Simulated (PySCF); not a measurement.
BH₆N₂Sb.
Cartesian coordinates in Å at the PBE0-D3(BJ)/def2-SVP level; atoms count from 1:
```
atom  x, y, z in Å
N1    -0.6291    1.1491    0.3047
B2    -0.2373   -0.1387   -0.1064
N3    -1.1589   -1.1488   -0.4506
Sb4    1.9769   -0.6775   -0.2542
H5    -1.5948    1.4456    0.3806
H6     0.0360    1.8619    0.5629
H7    -2.1638   -1.0289   -0.4078
H8    -0.8779   -2.0641   -0.7682
H9     2.2624   -0.3402    1.4059
H10    2.4384    0.9192   -0.6887
```

Method: PBE0-D3(BJ)/def2-SVP geometry optimisation, gas phase, def2 core potentials past Kr in PySCF 2.14.0.

(1) Which atoms are bound to Sb4, and at what distances?

(2) List the angles at Sb4.

(3) What is the shape at Sb4?

(4) What are the other bond lengths?

(5) Give some angles away from the centre.

(6) What are the rotational constants (commonest isotopes, rigid rotor)?

Results:

(1) 3 atoms: H9 1.718 Å, H10 1.718 Å, B2 2.284 Å. The nearest atom not counted as bound is N3, at 3.18 Å.

(2) 
```
     angle  degrees  distance of the outer atoms (Å)
B2–Sb4–H10     93.3                             2.94
 B2–Sb4–H9     93.0                             2.93
H9–Sb4–H10     91.0                             2.45
```

(3) Pyramidal: angles 93.3°, 93.0° and 91.0°, sum 277.3°, 1.03 Å off the plane of its three neighbours.

(4) N1–B2, B2–N3 1.409 Å; N1–H5 and 3 like bonds 1.011 Å.

(5) N1–B2–N3 123.0°, N1–B2–Sb4 120.3°, N3–B2–Sb4 116.7°.

(6) A = 8227, B = 1934, C = 1596 MHz: an asymmetric top.

Charge 0, singlet. No frequency check.

One conformer stands for the species.
